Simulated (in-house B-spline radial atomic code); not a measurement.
## RPBE excitations of neutral magnesium

Method: RPBE. Computed with an all-electron radial atomic-structure program (B-spline basis): linear response of the closed shell [Ne] 3s2 with the functional's adiabatic kernel; scalar-relativistic (spin-free one-electron X2C), finite nucleus, no spin-orbit coupling, no double excitations, S, P, D and F terms only.

Command:
```bash
python run_td.py task.json out
```
Settings (radii: box in bohr, nucleus in fm):
```
Z                        12
electrons                12
configuration            [Ne] 3s2
hamiltonian              x2c
method                   rpbe,pbe
box_radius               75
rms_radius               3.057
intervals                78
```

Run time, properties included: 0.6 s on 1 thread of Arm Neoverse N1 (shared host).

The lowest states, in the order of their Tamm-Dancoff energies; the method's threshold (minus the highest occupied level) is 4.684 eV. Labels give the largest channel, * marks a mixed state, and oscillator strengths are full-response dipole values. Measured ¹D terms are left out, since they can mix with doubly excited terms. Semilocal kernels can invert the small singlet-triplet splittings of Rydberg terms. Energies in eV:

```tsv
state	full response	Tamm-Dancoff	oscillator strength	measured (J-weighted term)
3s → 3p 3P	2.201	2.436	-	2.714
3s → 3p 1P	?	?	?	?
3s → 4s 3S	?	?	-	?
```

(1) Where does 3s → 4s 3S lie?

(2) Where does 3s → 3p 1P lie?

(3) How large is the singlet-triplet splitting of 3s → 3p (P terms) in Tamm-Dancoff?

(4) What polarisabilities and dispersion coefficient does the method give?

Answers

(1) At 4.431 eV in full response, 4.438 eV in Tamm-Dancoff; measured 5.108 eV.

(2) At 4.094 eV in full response, 4.229 eV in Tamm-Dancoff, oscillator strength 1.5; measured 4.346 eV.

(3) 1.79 eV, from the unrounded values.

(4) Dipole 75.98 bohr³, quadrupole 956.6 bohr⁵, C6 685.8 hartree·bohr⁶ for two such species. Recommended dipole value: 71.2 ± 0.4 bohr³ (Schwerdtfeger and Nagle, table of static dipole polarizabilities (2023 update)), which includes relativity and correlation.
